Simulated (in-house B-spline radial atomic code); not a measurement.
BP86 excitations of the chlorine ion Cl⁵⁺

Method: BP86. Computed with a B-spline radial code for spherical atoms: linear response of the closed shell [Ne] 3s2 with the functional's adiabatic kernel; non-relativistic, point nucleus, no spin-orbit coupling, no double excitations, S, P, D and F terms only.

Command:
```bash
python run_td.py task.json out
```
Settings (radii: box in bohr, nucleus in fm):
```
Z                        17
electrons                12
configuration            [Ne] 3s2
hamiltonian              nr
method                   b88,p86
box_radius               16.35
intervals                51
```

Cost of the run: 0.1 s on 1 thread of Intel(R) Xeon(R) 6975P-C (Granite Rapids), with other jobs on the host.

The lowest states, in the order of their Tamm-Dancoff energies; the method's threshold (minus the highest occupied level) is 89.31 eV. Labels give the largest channel, * marks a mixed state, and oscillator strengths are full-response dipole values. Semilocal kernels can invert the small singlet-triplet splittings of Rydberg terms. Energies in eV:

```tsv
state	full response	Tamm-Dancoff	oscillator strength
3s → 3p 3P	11.408	11.741	-
3s → 3p 1P	18.288	18.968	1.24
3s → 3d 3D	31.94	32.10	-
3s → 3d 1D	34.98	34.99	-
3s → 4s 3S	50.21	50.22	-
3s → 4s 1S	51.24	51.27	-
3s → 4p 3P	55.07	55.09	-
3s → 4p 1P	55.33	55.36	0.157
3s → 4d 3D	61.79	61.80	-
3s → 4d 1D	61.90	61.90	-
3s → 4f 3F	63.79	63.82	-
3s → 4f 1F	63.96	63.98	-
3s → 5s 3S	?	?	-
3s → 5s 1S	?	?	-
3s → 5p 3P	69.80	69.80	-
3s → 5p 1P	69.83	69.84	0.0608
```

Task: Where does 3s → 5s 1S lie?

Result: At 67.91 eV in full response, 67.92 eV in Tamm-Dancoff.

Task: Where does 3s → 5s 3S lie?

Result: At 67.63 eV in full response, 67.63 eV in Tamm-Dancoff.

Task: How large is the singlet-triplet splitting of 3s → 3p (P terms) in Tamm-Dancoff?

Result: 7.23 eV, from the unrounded values.

Task: What polarisabilities and dispersion coefficient does the method give?

Result: Dipole 2.86 bohr³, quadrupole 3.223 bohr⁵, C6 4.414 hartree·bohr⁶ for two such species.
